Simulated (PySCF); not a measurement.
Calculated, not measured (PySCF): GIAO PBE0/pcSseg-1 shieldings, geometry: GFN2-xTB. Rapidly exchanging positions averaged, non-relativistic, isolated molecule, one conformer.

δ = σ(ref) − σ, references computed at the same level: TMS for ¹H (σ = 31.72 ppm), ¹³C (σ = 186.93 ppm). Shifts are as computed. Against solution values, carbons near 30 ppm lie about +3 ppm off and those near 130 ppm about +5 ppm. Of 1309 compounds with measured shifts, 239 miss one by over three times the rms of a fit or turn the order of signals round; such compounds aren't used in these exercises.

Question: Order these molecules by the shift of their most shielded carbon, lowest δ first.
A. CO[C@@H]1C=C([SiH2]F)[SiH2]O1
B. C#CC#C/C([SiH3])=C\C#N
C. C#C/C=C(/C#C)[SiH2]C#N

Answer: A (57.8 ppm, methyl carbon bonded to O), B (72.4 ppm, alkyne carbon), C (86.2 ppm, alkyne carbon).

Question: How many ¹³C and ¹H signals does each give (equivalence by symmetry and fast rotation, but not about amide C–N or C=N bonds)? `CO[C@@H]1C=C([SiH2]F)[SiH2]O1`, `C#CC#C/C([SiH3])=C\C#N`, `C#C/C=C(/C#C)[SiH2]C#N`, `CO[C@H]1O[SiH2]C(F)=C[SiH2]1`

Answer: CO[C@@H]1C=C([SiH2]F)[SiH2]O1: 4 C, 7 H; C#CC#C/C([SiH3])=C\C#N: 7 C, 3 H; C#C/C=C(/C#C)[SiH2]C#N: 7 C, 4 H; CO[C@H]1O[SiH2]C(F)=C[SiH2]1: 4 C, 7 H.
